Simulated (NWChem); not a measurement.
System: CH₂N cation; SMILES C#[NH+]

Here is an NWChem input.

```
start job
memory heap 200 mb stack 900 mb global 1100 mb
charge 1
geometry units angstroms noautosym nocenter noautoz
  C     -0.000289     0.595843     0.000000
  N      0.000538    -0.532715     0.000000
  H     -0.000787     1.678940     0.000000
  H      0.002959    -1.547745     0.000000
end
basis spherical
  C library def2-svp
  N library def2-svp
  H library def2-svp
end
dft
  xc b3lyp
  iterations 150
  mulliken
end
task dft energy
esp
  recalculate
  probe 0.07
  range 0.3
  factor 1.0
  spacing 0.02
end
task esp
```

NWChem printed, in part:

```
             Northwest Computational Chemistry Package (NWChem) 7.3.0
             --------------------------------------------------------

                             Geometry "geometry" -> ""
                             -------------------------

 Output coordinates in angstroms (scale by  1.889725989 to convert to a.u.)

  No.       Tag          Charge          X              Y              Z
 ---- ---------------- ---------- -------------- -------------- --------------
    1 C                    6.0000    -0.00028900     0.59584300     0.00000000
    2 N                    7.0000     0.00053800    -0.53271500     0.00000000
    3 H                    1.0000    -0.00078700     1.67894000     0.00000000
    4 H                    1.0000     0.00295900    -1.54774500     0.00000000

 Effective nuclear repulsion energy (a.u.)      29.5945699623

                                 NWChem DFT Module
                                 -----------------

 Summary of "ao basis" -> "ao basis" (spherical)
 ------------------------------------------------------------------------------
       Tag                 Description            Shells   Functions and Types
 ---------------- ------------------------------  ------  ---------------------
 C                          def2-svp                 6       14   3s2p1d
 N                          def2-svp                 6       14   3s2p1d
 H                          def2-svp                 3        5   2s1p

            General Information
            -------------------
          SCF calculation type: DFT
          Wavefunction type:  closed shell.
          No. of atoms     :     4
          No. of electrons :    14
           Alpha electrons :     7
            Beta electrons :     7
          Charge           :     1
          Spin multiplicity:     1
          Use of symmetry is: off; symmetry adaption is: off
          Maximum number of iterations: 150
          AO basis - number of functions:    38
                     number of shells:    18
          Convergence on energy requested:  1.00D-06
          Convergence on density requested:  1.00D-05
          Convergence on gradient requested:  5.00D-04

              XC Information
              --------------
                         B3LYP Method XC Potential
                     Hartree-Fock (Exact) Exchange  0.200
                        Slater Exchange Functional  0.800 local
                    Becke 1988 Exchange Functional  0.720 non-local
              Lee-Yang-Parr Correlation Functional  0.810
                  VWN I RPA Correlation Functional  0.190 local

             Grid Information
             ----------------
          Grid used for XC integration:  medium
          Radial quadrature: Mura-Knowles
          Angular quadrature: Lebedev.
          Tag              B.-S. Rad. Rad. Pts. Rad. Cut. Ang. Pts.
          ---              ---------- --------- --------- ---------
          C                   0.70       49           8.0       434
          N                   0.65       49           7.0       434
          H                   0.35       45          10.0       434
          Grid pruning is: on
          Number of quadrature shells:   188
          Spatial weights used:  Erf1

      Superposition of Atomic Density Guess
      -------------------------------------

 Sum of atomic energies:         -92.86755014

 Renormalizing density from      15.00 to     14

      Non-variational initial energy
      ------------------------------

 Total energy =     -89.317472
 1-e energy   =    -170.551459
 2-e energy   =      51.639417
 HOMO         =      -0.992715
 LUMO         =      -0.425953

     ---------------------------------------------
      Total Density - Mulliken Population Analysis
     ---------------------------------------------

    Atom       Charge   Shell Charges
 -----------   ------   -------------------------------------------------------
    1 C    6     5.50   1.99  1.13  0.33  1.66  0.33  0.07
    2 N    7     7.29   1.99  1.16  0.28  2.92  0.91  0.03
    3 H    1     0.65   0.50  0.12  0.02
    4 H    1     0.56   0.46  0.06  0.04

[...]

                     NWChem Electrostatic Potential Fit Module
                     -----------------------------------------

 Atom parameters

 Number of atoms is                                    4
 Number of basis functions is                         38

 Grid parameters

 Maximum number of grid points is                  22483
 Number of grid points is                          22482
 Grid range                                     0.300000 nm
 Grid spacing                                   0.020000 nm
 Probe radius                                   0.070000 nm
 Atom radius factor                             1.000000

 Atomic radii

    1    0.100000
    6    0.147000
    7    0.140000
 FASTESP  F
  using M.O. file = ./job.movecs

    Atom              Coordinates                           Charge

                                                  ESP

    1 C    -0.000029    0.059584    0.000000    0.339739
    2 N     0.000054   -0.053272    0.000000   -0.115749
    3 H    -0.000079    0.167894    0.000000    0.309727
    4 H     0.000296   -0.154775    0.000000    0.466283
                                            ------------
                                                1.000000

 Dipole moment                                  0.211410

 Quadrupole moment Qxx                         -7.450811
                   Qyy                         14.901658
                   Qzz                         -7.450847

 RMS deviation kJ/mol                           0.034768

 RRMS %                                         1.047723
```

Level: B3LYP/def2-SVP. Coordinates come from a PBE0-D3(BJ)/def2-TZVP optimisation.
